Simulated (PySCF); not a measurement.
Job file and geometry (Å, from GFN2-xTB) of a spin–spin coupling run on `C[Se@@](=O)C[O][GeH3]`, C₂H₈GeO₂Se, PySCF, B3LYP/pcJ-1 Ge:pcSseg-1 Se:pcSseg-1 indirect spin-spin coupling, non-relativistic, gas phase; density fitting, a coarse starting grid and PySCF grid level 2 are the driver's defaults:

```
$ OMP_NUM_THREADS=1 python probes_run.py task.json out

{"job": {"kind": "j", "xc": "B3LYP", "basis": "pcJ-1"}, "charge": 0, "multiplicity": 1}
C     -1.903437    -0.145833     0.801322
Se    -1.173720     1.145544    -0.479616
O      0.134714     1.705913     0.287985
C     -0.224433    -0.234064    -1.604626
O      0.763452    -0.797590    -0.882095
Ge     2.048823    -0.015079     0.136348
H     -2.091806     0.386424     1.731234
H     -2.819561    -0.578208     0.412092
H     -1.140201    -0.907169     0.954642
H      0.128089     0.324836    -2.481799
H     -0.968491    -0.981606    -1.900483
H      2.998038    -1.179795    -0.027638
H      2.607003     1.215619    -0.492503
H      1.640852     0.060533     1.572871
```

**Question.** Write the output of this run.

**Answer.** 
```
coarse grid: 55248 points
cycle   1  E = -4709.2526574840  dE = -7.835e-01  |g| = 1.720e+00  |ddm| = 3.445e+00
cycle   2  E = -4706.9756840737  dE =  2.277e+00  |g| = 3.580e+00  |ddm| = 4.614e+00
cycle   3  E = -4709.4310517929  dE = -2.455e+00  |g| = 9.218e-01  |ddm| = 4.344e+00
cycle   4  E = -4709.5856207010  dE = -1.546e-01  |g| = 2.730e-01  |ddm| = 8.429e-01
cycle   5  E = -4709.5929618287  dE = -7.341e-03  |g| = 1.734e-01  |ddm| = 3.407e-01
cycle   6  E = -4709.5984696281  dE = -5.508e-03  |g| = 3.578e-02  |ddm| = 1.580e-01
cycle   7  E = -4709.5986816882  dE = -2.121e-04  |g| = 8.414e-03  |ddm| = 3.028e-02
cycle   8  E = -4709.5986985288  dE = -1.684e-05  |g| = 3.483e-03  |ddm| = 1.066e-02
cycle   9  E = -4709.5987005553  dE = -2.026e-06  |g| = 4.697e-04  |ddm| = 2.451e-03
final grid: 113920 points
cycle  10  E = -4709.5986158009  dE = -6.617e-08  |g| = 7.714e-04  |ddm| = 2.162e-03
cycle  11  E = -4709.5986153256  dE =  4.752e-07  |g| = 1.749e-03  |ddm| = 2.022e-03
cycle  12  E = -4709.5986159262  dE = -6.005e-07  |g| = 1.545e-04  |ddm| = 1.373e-03
cycle  13  E = -4709.5986159311  dE = -4.919e-09  |g| = 5.104e-05  |ddm| = 1.830e-04
cycle  14  E = -4709.5986159316  dE = -5.148e-10  |g| = 1.160e-05  |ddm| = 4.980e-05
converged SCF energy = -4709.5986159316

Indirect spin-spin couplings (Hz)
  i      j    bonds     total        FC       PSO       DSO        SD
  0 C    2 O    2     -2.821    -2.610    -0.244     0.033         -
  0 C    3 C    2     -0.220    -0.232    -0.021     0.032         -
  0 C    4 O    3     -0.493    -0.520     0.065    -0.037         -
  0 C    6 H    1    152.515   150.595     0.840     1.080         -
  0 C    7 H    1    143.231   141.173     1.001     1.057         -
  0 C    8 H    1    150.728   148.840     0.703     1.185         -
  0 C    9 H    3      3.566     3.832     0.285    -0.552         -
  0 C   10 H    3      1.126     0.948    -0.073     0.251         -
  0 C   11 H    5     -0.272    -0.053     0.124    -0.343         -
  0 C   12 H    5     -0.383    -0.122     0.183    -0.444         -
  2 O    3 C    2     -2.010    -2.022     0.014    -0.002         -
  2 O    6 H    3     -0.163     0.287    -0.400    -0.051         -
  2 O    7 H    3      0.183    -0.326     0.073     0.436         -
  2 O    8 H    3     -0.318     0.024    -0.295    -0.047         -
  2 O    9 H    3     -0.240     0.047    -0.322     0.035         -
  2 O   10 H    3      1.100     0.685     0.024     0.391         -
  2 O   11 H    5     -8.579    -8.986    -0.074     0.481         -
  2 O   12 H    5     -8.512    -8.379     0.283    -0.416         -
  2 O   13 H    5     -8.786    -8.751     0.420    -0.454         -
  3 C    4 O    1     28.158    24.231     4.156    -0.230         -
  3 C    6 H    3      4.716     4.919     0.266    -0.469         -
  3 C    7 H    3     -0.201    -0.245    -0.006     0.050         -
  3 C    8 H    3      4.671     4.469    -0.238     0.439         -
  3 C    9 H    1    169.453   167.977    -0.092     1.567         -
  3 C   10 H    1    169.473   168.037    -0.084     1.519         -
  3 C   11 H    3      4.133     4.328     0.315    -0.509         -
  3 C   12 H    3     -0.399    -0.370     0.010    -0.040         -
  3 C   13 H    3     -0.671    -0.440     0.208    -0.439         -
  4 O    6 H    4     -0.210    -0.181    -0.117     0.087         -
  4 O    7 H    4     -0.257    -0.155    -0.114     0.012         -
  4 O    8 H    4     -0.612    -0.274     0.086    -0.425         -
  4 O    9 H    2     -4.122    -3.683    -0.338    -0.100         -
  4 O   10 H    2    -14.180   -13.755    -0.299    -0.126         -
  4 O   11 H    2    -25.328   -25.288     0.007    -0.048         -
  4 O   12 H    2      0.648     0.318    -0.044     0.374         -
  4 O   13 H    2     -3.054    -3.266    -0.117     0.329         -
  6 H    7 H    2    -12.175   -13.288     2.972    -1.858         -
  6 H    8 H    2    -12.049   -13.316     2.654    -1.387         -
  6 H    9 H    4      1.900     2.880     1.517    -2.497         -
  6 H   10 H    4     -0.327    -0.031     1.165    -1.461         -
  6 H   11 H    6     -0.873    -0.027     0.634    -1.480         -
  6 H   12 H    6     -0.772    -0.002     0.668    -1.439         -
  6 H   13 H    6      0.829    -0.009    -0.461     1.299         -
  7 H    8 H    2    -10.849   -12.062     2.807    -1.594         -
  7 H    9 H    4     -0.704    -0.241     1.038    -1.500         -
  7 H   10 H    4      0.696     0.177    -0.901     1.420         -
  7 H   11 H    6     -0.530     0.098     0.716    -1.343         -
  7 H   12 H    6     -0.845     0.044     0.949    -1.838         -
  7 H   13 H    6      0.311     0.155     0.641    -0.485         -
  8 H    9 H    4     -0.323    -0.129     1.271    -1.465         -
  8 H   10 H    4      0.368    -0.264    -0.823     1.455         -
  8 H   11 H    6     -0.518     0.123    -0.020    -0.621         -
  8 H   12 H    6     -1.340     0.001     0.544    -1.885         -
  8 H   13 H    6      1.645     0.336    -1.440     2.749         -
  9 H   10 H    2     -5.850    -7.130     2.268    -0.989         -
  9 H   11 H    4     -0.868    -0.187     0.748    -1.428         -
  9 H   12 H    4      0.751     0.124    -0.551     1.179         -
  9 H   13 H    4     -0.421     0.925     1.187    -2.532         -
 10 H   12 H    4     -0.197     0.352     1.291    -1.840         -
 10 H   13 H    4     -0.515     0.119     1.056    -1.690         -
 11 H   12 H    2     26.718    30.334     1.091    -4.707         -
 11 H   13 H    2     30.787    33.999     0.953    -4.165         -
 12 H   13 H    2     17.424    22.018     1.315    -5.909         -
```

Size and cost of the density-fitted run: 270 basis functions, 3.9 min wall time (2.8 min CPU) on 1 thread of an Intel Xeon, shared host; peak memory 1.2 GiB.
